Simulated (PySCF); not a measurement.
## Dipole polarisabilities along the 4d series, charge +2

Calculated with PySCF 2.14 for the ground configurations, without spin-orbit coupling: coupled response for Hartree-Fock and DFT. Mean α in bohr³, C₆ of like pairs in atomic units.

```tsv
species	α UHF	α PBE	α PBE0	C₆ UHF	C₆ PBE	C₆ PBE0
Zr²⁺ [Kr] 4d2 (def2-QZVPPD with the def2 core potential (28 electrons), ECP)	11.20	12.77	12.11	55.68	63.13	59.99
Nb²⁺ [Kr] 4d3 (def2-QZVPPD with the def2 core potential (28 electrons), ECP)	10.18	11.65	11.06	53.12	60.98	57.88
Mo²⁺ [Kr] 4d4 (def2-QZVPPD with the def2 core potential (28 electrons), ECP)	9.075	10.36	9.861	48.31	55.65	52.85
Tc²⁺ [Kr] 4d5 (def2-QZVPPD with the def2 core potential (28 electrons), ECP)	8.076	9.316	8.849	43.06	50.40	47.67
Rh²⁺ [Kr] 4d7 (def2-QZVPPD with the def2 core potential (28 electrons), ECP)	6.550	7.589	7.226	34.19	40.39	38.25
Pd²⁺ [Kr] 4d8 (def2-QZVPPD with the def2 core potential (28 electrons), ECP)	5.957	6.905	6.576	30.59	36.19	34.27
Ag²⁺ [Kr] 4d9 (def2-QZVPPD with the def2 core potential (28 electrons), ECP)	5.392	6.241	5.948	27.19	32.17	30.47
Cd²⁺ [Kr] 4d10 (def2-QZVPPD with the def2 core potential (28 electrons), ECP)	4.877	5.654	5.389	24.11	28.62	27.10
```

Problem. Fill in the row of Ru²⁺ [Kr] 4d6 (def2-QZVPPD with the def2 core potential (28 electrons), ECP).

Solution. α UHF 7.371; α PBE 8.484; α PBE0 8.079; C₆ UHF 39.12; C₆ PBE 45.80; C₆ PBE0 43.41.
